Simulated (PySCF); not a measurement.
ClH₆NSSi₂, SMILES N[SiH2]S[SiH2]Cl.

The structure is a stationary point at B3LYP-D3(BJ)/def2-SVP. This is a generated structure with no PubChem entry under its InChIKey; it may be hypothetical. One conformer was computed; it need not be the lowest.

These are PBE/def2-TZVP (PySCF) values and carry that method's errors.

The molecule is in vacuum.

The total energy is -1495.21134 hartree. The highest occupied level comes out as -6.27 eV. The lowest empty level is -1.09 eV, the orbital gap is 5.19 eV and the dipole moment comes out as 0.127 e·Å. The quadrupole, principal values (traceless, Buckingham form, about the centre of nuclear charge) comes out as -4.92, -3.16, 8.08 D·Å and the mean static polarisability is 92.7 bohr³ (13.74 Å³). The polarisability, principal values is 75.3, 94.1, 108.8 bohr³.
